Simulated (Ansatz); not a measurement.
Calculated with Ansatz (gas phase, PBE0-D4/def2-TZVP geometries, no zero-point term in ΔE). CCSD(T)/CBS is the MP2 limit (def2-TZVPP, def2-QZVPP) plus CCSD(T) − MP2 in def2-TZVPP, frozen cores. Functionals use def2-TZVPP. B3LYP here is the variant with VWN-RPA as its local correlation; programs differ in this. For Ga, Se outer-core shells are correlated without core-valence functions, which leaves a few kJ/mol of doubt a bond. Scalar relativity is left out up to krypton. One conformer a species, not always the lowest.

Consider the redistribution: `[SiH3]B(Cl)[SeH]` + `[F][GaH][F]` → `FB([SiH3])[SeH]` + `[F][GaH][Cl]`.

`[SiH3]B(Cl)[SeH]`:

```xyz
8

Si   -0.765    0.188    0.759
B     0.845   -0.524   -0.215
Cl    1.882   -1.701    0.569
Se    1.342    0.006   -1.992
H    -0.338    0.855    2.019
H    -1.512    1.170   -0.074
H    -1.678   -0.935    1.110
H     0.224    0.941   -2.176
```

`[F][GaH][F]`:

Z-matrix (Å, degrees):
```
Ga
F 1 1.740
F 1 1.740 2 111.9
H 1 1.536 2 124.0 3 180.0
```

`FB([SiH3])[SeH]`:

Z-matrix (Å, degrees):
```
Si
B 1 2.029
H 1 1.489 2 110.1
H 1 1.487 2 110.4 3 120.3
H 1 1.489 2 110.0 3 -119.4
Se 2 1.938 1 119.5 3 -120.4
F 2 1.326 1 121.0 3 59.6
H 6 1.472 2 95.8 1 -179.9
```

`[F][GaH][Cl]`:

Cartesian coordinates in Å:
```
F -1.612 0.606 -0.045
Ga 0.065 0.136 0.048
Cl 0.404 -1.889 -0.487
H 1.144 1.146 0.484
```

```json
{"level": "r2SCAN-D4", "ΔE (kJ/mol)": "-68.2", "difference from CCSD(T)/CBS": "-3.5"}
{"level": "ωB97M-V", "ΔE (kJ/mol)": "-70.2", "difference from CCSD(T)/CBS": "-5.5"}
{"level": "r2SCAN", "ΔE (kJ/mol)": "-68.9", "difference from CCSD(T)/CBS": "-4.2"}
{"level": "B3LYP", "ΔE (kJ/mol)": "-74.5", "difference from CCSD(T)/CBS": "-9.8"}
{"level": "MP2/def2-TZVPP", "ΔE (kJ/mol)": "-57.3", "difference from CCSD(T)/CBS": "7.4"}
{"level": "SCS-MP2/def2-TZVPP", "ΔE (kJ/mol)": "-60.7", "difference from CCSD(T)/CBS": "4.0"}
{"level": "CCSD(T)/def2-TZVPP", "ΔE (kJ/mol)": "-64.8", "difference from CCSD(T)/CBS": "-0.1"}
{"level": "SCS-MP2/def2-QZVPP", "ΔE (kJ/mol)": "-59.9", "difference from CCSD(T)/CBS": "4.8"}
{"level": "MP2/CBS(def2)", "ΔE (kJ/mol)": "-57.2", "difference from CCSD(T)/CBS": "7.5"}
{"level": "CCSD/CBS(def2)", "ΔE (kJ/mol)": "-68.2", "difference from CCSD(T)/CBS": "-3.5"}
{"level": "CCSD(T)/CBS", "ΔE (kJ/mol)": "-64.7", "difference from CCSD(T)/CBS": "0"}
```

Largest T1 diagnostic among the species: 0.015.

The D4 term adds +4.7 kJ/mol with B3LYP and +2.5 kJ/mol with PBE0; it sums over pairs of atoms, weighted by their polarisabilities, and B3LYP, whose exchange is more repulsive, gets the larger term. From PBE to PBE0 (25 % exact exchange), in def2-TZVPP and without D4, ΔE moves by −4.3 kJ/mol.
